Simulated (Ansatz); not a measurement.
Computed with Ansatz on PBE0-D4/def2-TZVP structures; ΔE is electronic, products minus reactants. CCSD(T)/CBS is frozen-core, at the limit of the def2 triple- and quadruple-zeta sets. DFT in def2-TZVPP. Open shells (•) are unrestricted, without spin–orbit coupling. Spin–orbit coupling would lower the free atoms: a little for B, C, S. Each species was taken in one conformer, which may not be the lowest.

Reaction (atomization): `CCBS` → B• + 2 C• + 7 H• + S•

CCSD(T)/CBS gives +42.15 eV.

Q: Another level gave +47.75 eV. Which?
A. ωB97M-V/def2-TZVPP
B. LDA (SPW92)/def2-TZVPP
C. revPBE/def2-TZVPP
D. CAM-B3LYP/def2-TZVPP

A: B. LDA (SPW92) 47.75, ωB97M-V 42.49, revPBE 41.48, CAM-B3LYP 42.30 eV.

Q: What do rigid-rotor, harmonic-oscillator terms from PBE0-D4/def2-TZVP frequencies (298.15 K, 1 bar) make of the CCSD(T)/CBS value? (Best estimate.)

A: Ansatz gave: ΔZPE = -2.39 eV, ΔH = +40.27 eV, ΔS = 1122 J/(mol·K), ΔG = +36.81 eV. Open shells count their whole term as degenerate. Modes under 50 cm⁻¹ make the entropy rough.

Largest T1 diagnostic among the species: 0.014.

In def2-TZVPP, CCSD(T) changes the Hartree–Fock value by +8.95 eV (the triples alone add +0.49 eV) and MP2 by +9.32 eV; breaking electron pairs costs correlation energy, which Hartree–Fock lacks. From BLYP to BHLYP (50 % exact exchange), in def2-TZVPP and without D4, ΔE moves by −0.33 eV: exact exchange takes away binding that semilocal exchange gives to molecules. At CCSD(T), def2-SVP lies −1.64 eV from the extrapolated value and def2-TZVPP −0.85 eV: correlation converges slowly with the basis, and small sets miss more of it in the bonded molecule than in its fragments.

CCSD(T)/CBS has its own doubt, a few kJ/mol and more with outer-core shells, so smaller differences from it don't rank the levels.
